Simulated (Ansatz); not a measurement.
Geometry optimisation, RKS PBE/def2-SVP in Ansatz.

Input file:

```yaml
crystal:
  periodic: [false, false, false]
  atoms:
    - { symbol: Sn, position_ang: [0.381887, -0.199944, -0.440417] }
    - { symbol: O, position_ang: [-0.604246, -0.217313, 2.558083] }
    - { symbol: H, position_ang: [-1.109167, -1.051229, 2.604457] }
    - { symbol: H, position_ang: [1.308819, -0.399795, -1.891966] }
    - { symbol: H, position_ang: [0.209104, 1.454769, -0.005875] }
    - { symbol: H, position_ang: [-1.071111, -1.127783, -0.505515] }
    - { symbol: F, position_ang: [1.518131, -1.036798, 0.862511] }
    - { symbol: H, position_ang: [0.331185, -0.546509, 2.543021] }
basis:
  gaussian: { orbitals: def2-SVP }
hamiltonian:
  xc: pbe
relax:
  f_tol: 0.03
  max_steps: 50
```

Command:

```bash
$ ansatz run input.yaml --threads 1 --pin off --max-ram 2048MiB --backend cpu --events-out ev --progress --plain --runs-dir out
```

Task: Where does it end, and by what steps?

Result: The forces met the threshold. After 6 steps the energy has fallen by 0.115 eV; H8 moved furthest, 0.25 Å.

```json
{"step": "0", "energy less start (eV)": "0.0000", "largest force component (eV/Å)": "1.152", "accepted": "yes"}
{"step": "1", "energy less start (eV)": "-0.0835", "largest force component (eV/Å)": "0.599", "accepted": "yes"}
{"step": "2", "energy less start (eV)": "-0.0449", "largest force component (eV/Å)": "2.049", "accepted": "no"}
{"step": "3", "energy less start (eV)": "-0.1043", "largest force component (eV/Å)": "0.435", "accepted": "yes"}
{"step": "4", "energy less start (eV)": "-0.0883", "largest force component (eV/Å)": "0.342", "accepted": "no"}
{"step": "5", "energy less start (eV)": "-0.1145", "largest force component (eV/Å)": "0.033", "accepted": "yes"}
{"step": "6", "energy less start (eV)": "-0.1149", "largest force component (eV/Å)": "0.014", "accepted": "yes"}
```

```xyz
8
Properties=species:S:1:pos:R:3
Sn 0.313 -0.179 -0.325
O -0.519 -0.224 2.370
H -1.080 -1.014 2.489
H 1.283 -0.443 -1.741
H 0.164 1.494 0.031
H -1.127 -1.124 -0.426
F 1.540 -1.023 1.020
H 0.390 -0.612 2.305
```

Whether the end is a true minimum wasn't checked by a vibrational analysis.

Time of the run: 13 s on 1 thread of Intel(R) Xeon(R) Platinum 8488C (Sapphire Rapids), on a shared host, peak memory 0.16 GiB.
